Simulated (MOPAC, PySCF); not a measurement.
Br₄Si, SMILES `Br[Si](Br)(Br)Br`, neutral singlet in the gas phase. 

Cartesian coordinates (Å):
SMILES: Br[Si](Br)(Br)Br
```xyz
5

Br    -1.2361    -1.3890    -1.1926
Si     0.0000     0.0000     0.0000
Br    -0.9543     1.9919     0.0331
Br     2.0085     0.1608    -0.9053
Br     0.1820    -0.7637     2.0647
```
Charge 0, multiplicity 1.

All levels are single points at this geometry (B3LYP-D3(BJ)/def2-TZVP); Pople sets use spherical d functions. Orbital energies aren't observables, and empty levels follow the basis.

```json
[
 {"level": "B3LYP-D3(BJ)/def2-TZVP in PySCF", "HOMO (eV)": "-8.42", "LUMO (eV)": "-2.07", "gap (eV)": "6.35", "dipole (D)": "0.00", "vertical IE, Delta-SCF (eV)": "–"},
 {"level": "M06-2X/def2-TZVP in PySCF", "HOMO (eV)": "-9.91", "LUMO (eV)": "-1.01", "gap (eV)": "8.90", "dipole (D)": "0.00", "vertical IE, Delta-SCF (eV)": "–"},
 {"level": "PBE-D3(BJ)/def2-TZVP in PySCF", "HOMO (eV)": "-7.41", "LUMO (eV)": "-2.68", "gap (eV)": "4.73", "dipole (D)": "0.00", "vertical IE, Delta-SCF (eV)": "–"},
 {"level": "B3LYP/3-21G in PySCF", "HOMO (eV)": "-8.27", "LUMO (eV)": "-2.08", "gap (eV)": "6.19", "dipole (D)": "0.00", "vertical IE, Delta-SCF (eV)": "–"},
 {"level": "B3LYP/6-31G* in PySCF", "HOMO (eV)": "-8.43", "LUMO (eV)": "-2.21", "gap (eV)": "6.22", "dipole (D)": "0.00", "vertical IE, Delta-SCF (eV)": "10.38"},
 {"level": "B3LYP/LANL2DZ in PySCF", "HOMO (eV)": "-8.71", "LUMO (eV)": "-2.63", "gap (eV)": "6.08", "dipole (D)": "0.00", "vertical IE, Delta-SCF (eV)": "–"},
 {"level": "HF/STO-3G in PySCF", "HOMO (eV)": "-9.38", "LUMO (eV)": "5.32", "gap (eV)": "14.69", "dipole (D)": "0.00", "vertical IE, Delta-SCF (eV)": "–"},
 {"level": "PM3 in MOPAC", "HOMO (eV)": "-12.40", "LUMO (eV)": "-3.59", "gap (eV)": "8.81", "dipole (D)": "0.00", "vertical IE, Delta-SCF (eV)": "–"},
 {"level": "PM6 in MOPAC", "HOMO (eV)": "-10.81", "LUMO (eV)": "-2.22", "gap (eV)": "8.59", "dipole (D)": "0.00", "vertical IE, Delta-SCF (eV)": "–"}
]
```
